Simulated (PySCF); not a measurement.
Ligands exchanged one at a time, Ga H-F. Isolated molecules, 0 K electronic values unless said otherwise. Strings in code marks are SMILES.

The T1 excitation (TDA) from two functionals at the same geometries (PBE0-D3(BJ)/def2-TZVP), both in PySCF: PBE-D3(BJ)/def2-TZVP and ωB97X-D3(BJ)/def2-TZVP. Excitations are Tamm–Dancoff values on a coarser integration grid. The basis has no diffuse functions, so Rydberg states are missing or too high.

```
species                                 PBE-D3(BJ)/def2-TZVP (eV)  ωB97X-D3(BJ)/def2-TZVP (eV)
--------------------------------------  -------------------------  ---------------------------
1 of 3 H replaced by F                                       4.89                         5.59
2 of 3 H replaced by F (`[F][GaH][F]`)                       6.31                         7.24
3 of 3 H replaced by F                                       6.10                         7.63
```

Over these rows, drawn at random from the members with no instability flagged (it was tested for open shells, ions and some series alone), PBE minus ωB97X-D3(BJ): mean -1.05 eV, from -1.53 eV to -0.70 eV.
